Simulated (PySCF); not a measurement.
PySCF 2.14 output of an unrestricted TPSS calculation on a single atom or ion in x2c-TZVPPall (11s7p7d4f2g, 113 functions), with scalar relativity by spin-free X2C-1e:

```
SCF conv_tol = 1e-09
number electrons alpha = 33  beta = 28
    J. Tao, J. P. Perdew, V. N. Staroverov, and G. E. Scuseria.,  Phys. Rev. Lett. 91, 146401 (2003)
    J. P. Perdew, J. Tao, V. N. Staroverov, and G. E. Scuseria.,  J. Chem. Phys. 120, 6898 (2004)
    J. Tao, J. P. Perdew, V. N. Staroverov, and G. E. Scuseria.,  Phys. Rev. Lett. 91, 146401 (2003)
    J. P. Perdew, J. Tao, V. N. Staroverov, and G. E. Scuseria.,  J. Chem. Phys. 120, 6898 (2004)
cycle= 1 E= -10019.3720883168  delta_E= -0.0309  |g|= 0.105  |ddm|= 0.947
cycle= 2 E= -10019.3766642672  delta_E= -0.00458  |g|= 0.0932  |ddm|= 0.55
cycle= 3 E= -10019.3786044578  delta_E= -0.00194  |g|= 0.0156  |ddm|= 0.16
cycle= 4 E= -10019.3792041326  delta_E= -0.0006  |g|= 0.0108  |ddm|= 0.14
cycle= 5 E= -10019.3795039816  delta_E= -0.0003  |g|= 0.0088  |ddm|= 0.163
cycle= 6 E= -10019.3795411784  delta_E= -3.72e-05  |g|= 0.00313  |ddm|= 0.029
cycle= 7 E= -10019.3795515883  delta_E= -1.04e-05  |g|= 0.000346  |ddm|= 0.0282
cycle= 8 E= -10019.3795516486  delta_E= -6.04e-08  |g|= 9.28e-05  |ddm|= 0.000969
cycle= 9 E= -10019.3795516571  delta_E= -8.45e-09  |g|= 1.27e-05  |ddm|= 0.00107
cycle= 10 E= -10019.3795516577  delta_E= -6.22e-10  |g|= 6.59e-06  |ddm|= 0.000269
converged SCF energy = -10019.3795516577  <S^2> = 9.4821594  2S+1 = 6.2392818
```

The run itself started from symmetry-adapted Hartree-Fock orbitals and held the occupation by maximum overlap, on a logarithmic radial grid, so the iterations belong to that start.

Which element, charge and spin multiplicity is this?

Pm (promethium, neutral), multiplicity 6; the state was [Xe] 4f4 6s2 6p1, one real determinant (an excited configuration).

⟨L²⟩ = 38.90 against 56 for a pure K term, so this real determinant mixes terms. Spin-orbit coupling, absent here, splits the open shell strongly. ⟨S²⟩ = 9.48 against 8.75 shows spin contamination. The s, p, d and f populations moved away from the nominal configuration during the SCF.
